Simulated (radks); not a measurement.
Rh, configuration [Kr] 4d8 5s1 (the NIST ground configuration).

Method: scalar-relativistic Kohn-Sham, PBE, spin-polarised, spherical densities, point nucleus; open shells are filled with parallel spins first (spin-orbit coupling, left out, can overturn this in heavy ions); hard spherical wall at 7 bohr; computed with a radial shooting solver on a logarithmic mesh with Libxc functionals.

Energy parts (eV):
total: -130183.237
kinetic: 134828.239
electron-nucleus: -314258.586
Hartree: 53017.470
exchange-correlation: -3770.361

Orbitals (lengths in bohr, moments of r in powers of bohr; r(max) is where P^2 peaks; r(90%) holds 90 % of the orbital's charge):
orbital	occ.	eigenvalue (eV)	<r^2>	<r^4>	r(max)	r(90%)
1s up	1	-23038.37	0.001438	5.366e-06	0.02117	0.0585
1s down	1	-23038.36	0.001438	5.366e-06	0.02117	0.0585
2s up	1	-3339.678	0.02374	0.0009692	0.1198	0.219
2s down	1	-3339.390	0.02374	0.0009691	0.1198	0.219
2p up	3	-2992.888	0.01869	0.0006944	0.09576	0.201
2p down	3	-2992.668	0.01869	0.0006943	0.09576	0.201
3s up	1	-596.3998	0.1747	0.04693	0.3514	0.576
3s down	1	-596.2417	0.1746	0.04690	0.3515	0.576
3p up	3	-482.4128	0.1772	0.05078	0.3447	0.588
3p down	3	-482.2338	0.1772	0.05072	0.3447	0.588
3d up	5	-300.2087	0.1640	0.05101	0.2914	0.588
3d down	5	-299.9386	0.1639	0.05090	0.2915	0.588
4s up	1	-82.5938	1.091	1.804	0.8819	1.43
4s down	1	-81.3135	1.087	1.790	0.8808	1.42
4p up	3	-50.5601	1.347	2.900	0.9451	1.61
4p down	3	-49.1930	1.340	2.872	0.9436	1.60
4d up	5	-6.1712	3.123	21.26	1.149	2.60
4d down	3	-4.6537	3.163	22.31	1.145	2.63
4f up	0	9.6429	21.05	522.1	4.685	5.76
4f down	0	10.4881	21.34	533.0	4.710	5.78
5s up	1	-4.3582	10.36	156.2	2.614	4.48
5s down	0	-3.0545	10.81	169.2	2.661	4.58
5p up	0	0.0618	14.32	273.8	3.338	5.12
5p down	0	1.1505	14.83	290.6	3.464	5.18
6s up	0	7.2184	20.44	554.4	5.108	5.89
6s down	0	8.2028	20.17	547.4	5.126	5.90

The highest occupied level is 5s up at -4.358 eV. The pressure on the wall is 0.476 GPa. The density falls to 0.001 e/bohr^3 at r = 4.38 bohr. Summed over all electrons, <r^2> = 48.92 bohr^2, which gives a Langevin (diamagnetic) susceptibility term of -38.7 x 10^-6 cm^3/mol.
